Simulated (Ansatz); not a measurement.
Ansatz (an electronic-structure program) input (B3LYP-D3(BJ)/def2-TZVP):

Ansatz 0.2 input:
```yaml
crystal:
  periodic: [false, false, false]
  atoms:
    - {symbol: W, position_ang: [0.00640044, -0.00256327, -0.00262651]}
    - {symbol: H, position_ang: [0.71070057, 1.39720097, -1.01804685]}
    - {symbol: H, position_ang: [-0.66180861, 1.17453497, 1.15687438]}
    - {symbol: H, position_ang: [1.02380472, -0.76969979, 1.36247433]}
    - {symbol: H, position_ang: [-1.71538361, -0.63536441, -0.35238156]}
    - {symbol: H, position_ang: [0.67444309, -1.17985342, -1.16213594]}
basis:
  gaussian:
    orbitals: def2-TZVP
hamiltonian:
  xc: b3lyp
  dispersion: d3bj
magnetization: {spin_polarized: true, initial_magnetization: 1}
relax: {f_tol: 0.002, max_steps: 150}
```

End of the output:

```
these checks for a lower state are left out or cut short: starts, cluster_reference, orbital_swaps, neighbouring_geometries, increment
integrals: 0.02 GiB planned
613 factors; their error is unknown
mean field: 0.20 GiB planned
mean field -1904.92270542 eV, -70.0046182214 hartree, gradient 1.5e-5 eV, S^2 0.758354; 0 other end points of the search recorded, 0 dependent functions left out
the calculation of the forces begins
reference -1904.92293984 eV, -70.0046268359 hartree; 10, 9 occupied and 60, 61 virtual orbitals, 613 factors
relax step   7: F+E_penalty+E_count = -1905.06918786 eV  Δ(F+E_penalty+E_count) = -3.129e-4 eV  max|allowed force component| = 5.137e-3 eV/Å  Δτ_max = 0.0065 Å  (32 SCF iters, accepted)
these checks for a lower state are left out or cut short: starts, cluster_reference, orbital_swaps, neighbouring_geometries, increment
integrals: 0.02 GiB planned
613 factors; their error is unknown
mean field: 0.20 GiB planned
mean field -1904.92271126 eV, -70.0046184359 hartree, gradient 2.7e-5 eV, S^2 0.758361; 0 other end points of the search recorded, 0 dependent functions left out
the calculation of the forces begins
reference -1904.92294568 eV, -70.0046270506 hartree; 10, 9 occupied and 60, 61 virtual orbitals, 613 factors
relax step   8: F+E_penalty+E_count = -1905.06918971 eV  Δ(F+E_penalty+E_count) = -1.856e-6 eV  max|allowed force component| = 1.661e-4 eV/Å  Δτ_max = 0.0003 Å  (25 SCF iters, accepted)
integrals: 0.02 GiB planned
613 factors; their error is unknown
mean field: 0.20 GiB planned
mean field -1904.92271126 eV, -70.0046184359 hartree, gradient 2.7e-5 eV, S^2 0.758361; 1 other end points of the search recorded, 0 dependent functions left out
the calculation of the forces begins
reference -1904.92294568 eV, -70.0046270506 hartree; 10, 9 occupied and 60, 61 virtual orbitals, 613 factors
Total energy: -1905.06942413 eV, -70.0100100344 hartree
Atom 0 at     0.232670     0.080592     0.043284 Å, force    -0.000083    -0.000076     0.000021 eV/Å
Atom 1 at     0.923780     1.367902    -0.865487 Å, force    -0.000017    -0.000056     0.000059 eV/Å
Atom 2 at    -1.064706     0.795050     0.864486 Å, force     0.000127    -0.000078    -0.000140 eV/Å
Atom 3 at     1.207241    -0.594532     1.290304 Å, force    -0.000009     0.000052    -0.000063 eV/Å
Atom 4 at    -1.315089    -0.488265    -0.271035 Å, force    -0.000002    -0.000009     0.000010 eV/Å
Atom 5 at     0.054260    -1.176492    -1.077393 Å, force    -0.000016     0.000166     0.000114 eV/Å
Dipole moment:     0.176300     0.064851     0.035753 e Å
```

The spin state was set by rule; other spins were not relaxed.
